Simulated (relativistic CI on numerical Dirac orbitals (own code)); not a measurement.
# Xe¹⁴⁺: sensitivity of the levels to the model

Base calculation: Dirac-Coulomb-Breit CI, orbitals from a KLI potential per configuration, a model potential for QED, unscaled Slater integrals.

Configurations in the expansion (outside the closed core [Ar] 3d10): 4s2 4p6 4d4, 4s2 4p5 4d5, 4s2 4p6 4d3 4f, 4s 4p6 4d5, 4s2 4p6 4d3 5s, 4s2 4p6 4d3 5p, 4s 4p6 4d4 4f, 4s2 4p6 4d2 4f 5s, 4s2 4p6 4d3 5d, 4s2 4p6 4d2 5s 5p, 4s2 4p6 4d3 6s, 4p6 4d6, 4p5 4d7, 4s2 4p6 4d2 5s2, 4s2 4p6 4d 4f 5s2, 4s2 4p6 4d 5s2 5p, 4s 4p6 4d2 4f 5s2. Double excitations out of closed p, d and f shells are left out; levels of such configurations are missing from the list, as are those of other unlisted configurations, and high levels can miss mixing partners.

Variants: (1) valence Slater integrals scaled by 0.9; (2) configuration mixing switched off; (3) non-relativistic limit. Shifts of the energy above 4s2 4p6 4d4 5D_0, in cm⁻¹, for the lowest level and the first level of each name with at least 55 % of one term (blank where a level changes its place among those of its configuration and J or its character, or is not in the variant):

| Level | Base | Δ(1) | Δ(2) | Δ(3) |
| --- | --- | --- | --- | --- |
| 4s2 4p6 4d4 5D_0 | 0 | 0 | 0 | 0 |
| 4s2 4p6 4d4 5D_1 | 7099 | +700 | -185 | -7099 |
| 4s2 4p6 4d4 5D_2 | 13974 | +895 | -201 | -13974 |
| 4s2 4p6 4d4 5D_3 | 19879 | +750 | -161 | -19879 |
| 4s2 4p6 4d4 5D_4 | 24601 | +219 | -128 | -24601 |
| 4s2 4p6 4d4 3P_0 | 39457 | -1835 | +871 | -62 |
| 4s2 4p6 4d4 3H_4 | 43376 | -2423 | -346 | -7070 |
| 4s2 4p6 4d4 3G_3 | 51770 | -2961 | +393 |  |
| 4s2 4p6 4d4 3H_5 | 53569 | -2582 | -679 | -17263 |
| 4s2 4p6 4d4 3P_1 | 54124 | -2420 | +525 | -14730 |
| 4s2 4p6 4d4 3F_2 | 54281 | -3210 | +448 |  |
| 4s2 4p6 4d4 3H_6 | 58372 | -2860 | -988 | -22066 |
| 4s2 4p6 4d4 3F_3 | 69444 | -3656 | +1007 |  |
| 4s2 4p6 4d4 3D_3 | 73123 | -3287 | +1647 | -20269 |
| 4s2 4p6 4d4 3G_5 | 76891 | -2905 | +152 | -33685 |
| 4s2 4p6 4d4 3D_1 | 81258 | -3644 | +2200 | -28404 |
| 4s2 4p6 4d4 1I_6 | 82517 | -3813 | -993 | -28444 |
| 4s2 4p6 4d4 1S_0 | 92302 | -4171 | +4017 | -32608 |
| 4s2 4p6 4d4 1F_3 | 101677 | -5850 | +1523 | -24949 |
| 4s2 4p5 4d5 7P°_4 | 615050 | +13352 | +4645 | -41312 |
| 4s2 4p5 4d5 7P°_3 | 640686 | +11850 | +4164 | -66949 |
| 4s2 4p5 4d5 5P°_1 | 668548 | +8389 | +4703 | -47499 |

At this charge energies of transitions that change n are usually good to better than 1 %, and those within a shell (Δn = 0) to a few per cent. Terms inside the open d or f shell come out 10 to 20 % too wide with unscaled integrals. Levels and lines within the n = 5 or 6 shells can be off by up to 10 % or somewhat more, and those that change n by about 2 %, since core polarisation is missing.

Ionisation energy from the two ground configurations alone: base 343.524 eV; valence Slater integrals scaled by 0.9 343.377 eV. The NIST ASD value (theoretical) is 343 eV.

LS names give the leading component of a level, which can be under half, so a name can repeat, a term be missing and a line seem to break the LS rules.
